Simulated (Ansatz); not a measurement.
Ansatz (a quantum-chemistry and plane-wave program) job for W(NH)(S)(Cl)(Me) (CH4ClNSW), SMILES [CH3][W](=[NH])(=[S])[Cl], multiplicity 1, PBE/def2-SVPD. Coordinates come from a PBE0-D3(BJ)/def2-SVP optimisation. The multiplicity is an assumed one; no other spin state was optimised. The structure was generated by enumeration; whether it is a known compound was not checked. The def2 effective core potentials stand for the cores of W; spin–orbit coupling is left out.

Ansatz 0.2 input:
```yaml
crystal:
  periodic: [false, false, false]
  atoms:
    - {symbol: W, position_ang: [-0.06421047, -0.12805311, -0.04384418]}
    - {symbol: N, position_ang: [-0.39885622, -1.19911038, -1.36449530]}
    - {symbol: H, position_ang: [-0.17714258, -1.86144098, -2.10301800]}
    - {symbol: S, position_ang: [1.98601007, -0.29276448, 0.51036565]}
    - {symbol: Cl, position_ang: [-0.78882564, 2.00262539, -0.46573147]}
    - {symbol: C, position_ang: [-1.11538344, -1.02113075, 1.53474255]}
    - {symbol: H, position_ang: [-0.82279174, -2.06586372, 1.71510374]}
    - {symbol: H, position_ang: [-2.18795470, -0.99924168, 1.27242680]}
    - {symbol: H, position_ang: [-0.94236772, -0.43736594, 2.45455303]}
basis:
  gaussian:
    orbitals: def2-SVPD
hamiltonian:
  xc: {name: PBE}
```

Output:

```
WARN ansatz: RAYON_NUM_THREADS=1 ignored (pool sized by the plan → 1); use --threads N
Functional definition: PBE
integrals: 0.11 GiB planned
1462 factors; their error is unknown
mean field: 0.67 GiB planned
mean field evaluation 1: about -27742.2222 eV, gradient 8.9e1 eV
mean field evaluation 2: about -27599.9910 eV, gradient 2.3e2 eV
mean field evaluation 4: about -27753.1334 eV, gradient 5.0e1 eV
mean field evaluation 8: about -27759.3591 eV, gradient 1.6e0 eV
mean field evaluation 16: about -27759.3009 eV, gradient 7.3e-3 eV
mean field -27759.30091228 eV, -1020.1354925963 hartree, gradient 7.7e-5 eV, S^2 0.000000; 0 other end points of the search recorded, 0 dependent functions left out
reference -27759.30097175 eV, -1020.1354947818 hartree; 32, 32 occupied and 129, 129 virtual orbitals, 1462 factors
Total energy: -27759.30097175 eV, -1020.1354947818 hartree
```

The calculation finished and met its thresholds.
